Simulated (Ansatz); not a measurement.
Total energies of C2H8AlClSi.

```json
{"atom": "C1", "x (Å)": "-0.193", "y (Å)": "-0.964", "z (Å)": "-1.673"}
{"atom": "C2", "x (Å)": "0.658", "y (Å)": "-1.222", "z (Å)": "-0.466"}
{"atom": "Cl3", "x (Å)": "2.173", "y (Å)": "-0.085", "z (Å)": "-0.494"}
{"atom": "Al4", "x (Å)": "0.527", "y (Å)": "-0.281", "z (Å)": "1.261"}
{"atom": "Si5", "x (Å)": "-0.808", "y (Å)": "1.772", "z (Å)": "1.303"}
{"atom": "H6", "x (Å)": "-1.058", "y (Å)": "-1.633", "z (Å)": "-1.615"}
{"atom": "H7", "x (Å)": "-0.569", "y (Å)": "0.061", "z (Å)": "-1.697"}
{"atom": "H8", "x (Å)": "0.324", "y (Å)": "-1.169", "z (Å)": "-2.615"}
{"atom": "H9", "x (Å)": "1.107", "y (Å)": "-2.214", "z (Å)": "-0.468"}
{"atom": "H10", "x (Å)": "1.192", "y (Å)": "-0.969", "z (Å)": "2.526"}
{"atom": "H11", "x (Å)": "-2.121", "y (Å)": "1.557", "z (Å)": "1.981"}
{"atom": "H12", "x (Å)": "-1.110", "y (Å)": "2.268", "z (Å)": "-0.072"}
{"atom": "H13", "x (Å)": "-0.123", "y (Å)": "2.879", "z (Å)": "2.030"}
```

The species carries charge 0 and has multiplicity 1. The bonds changed during the relaxation, so this is another structure than the one it started from. Geometry: relaxed with PBE0-D4/def2-TZVP. It is one conformer, not always the lowest. Basis def2-TZVPP, Ansatz.

RPA on PBE orbitals: Hartree–Fock energy of these orbitals -1070.72763 Eh, correlation -1.33558 Eh (frozen core).

| functional | energy without D4 (Eh) | D4 term (kJ/mol) |
| --- | --- | --- |
| LDA (SPW92) | -1068.71403 | – |
| revPBE | -1072.97603 | -84.2 |
| r2SCAN | -1073.06396 | -7.8 |
| B97M-V | -1072.95462 | – |
| PBE0 | -1072.71003 | -26.4 |
| HSE06 (plane-wave form) | -1072.68417 | -24.9 |
| BHLYP | -1073.14564 | -40.7 |
| ωB97X-V | -1073.02504 | – |
| ωB97M-V | -1073.07970 | – |
| B2PLYP | -1072.74796 | – |

Give the same for PBE, BLYP, B3LYP, r2SCANh, r2SCAN0, CAM-B3LYP, LC-ωPBE, PBE-QIDH. (Estimate.)

Computed: 
```tsv
functional	energy without D4 (Eh)	D4 term (kJ/mol)
PBE	-1072.60345	-30.7
BLYP	-1073.13858	-65.5
B3LYP	-1073.26566	-49.5
r2SCANh	-1073.05631	-8.4
r2SCAN0	-1073.04605	-9.3
CAM-B3LYP	-1073.17125	-27.3
LC-ωPBE	-1072.85034	–
PBE-QIDH	-1072.44147	–
```

B3LYP takes the VWN-RPA correlation (the form of Gaussian; ORCA's B3LYP/G). HSE06 is the plane-wave form, built on full-range PBE exchange. The double hybrids freeze the cores in their second-order part.

LC-ωPBE has ω = 0.4 bohr⁻¹.
